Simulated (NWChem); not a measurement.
Atomisation of HS₂

```xyz
3

S      0.4338     0.9454     0.0000
S     -0.4709    -0.8393     0.0000
H      0.5941    -1.6979     0.0000
```
Charge 0, spin multiplicity 2.

All runs are NWChem calculations. The geometry was optimised at UB3LYP/def2-SVP, a minimum by its harmonic frequencies.

Basis set: def2-TZVP. The atomisation energy is electronic alone: no zero-point, thermal, spin-orbit or counterpoise terms. No value is extrapolated to the basis-set limit. Free atoms are single determinants with multiplicities S 3, H 2. Correlated methods freeze the same cores in atoms and molecule, 10 orbitals in all.

```csv
method,atomisation energy (kcal/mol)
LDA (SVWN5),201.7
PBE0,165.1
PBE,173.0
B3LYP,162.7
HF,96.1
r2SCAN,168.4
MP2,152.4
CAM-B3LYP,160.6
LC-wPBE (omega 0.3 per bohr),162.5
CCSD(T),151.7
```

The values span 105.6 kcal/mol, from HF (lowest) to LDA (SVWN5) (highest). 

B3LYP has NWChem's definition, with VWN1-RPA local correlation. The structure started from a generated list of species. The unpaired electrons of the parent sit in orbitals of symmetry a" (Cs labels of the run); other states weren't searched. The stability of the SCF solutions was not checked. Open-shell Hartree-Fock references start from PBE0 orbitals. Coupled-cluster values serve here as a point of comparison, not as the truth.
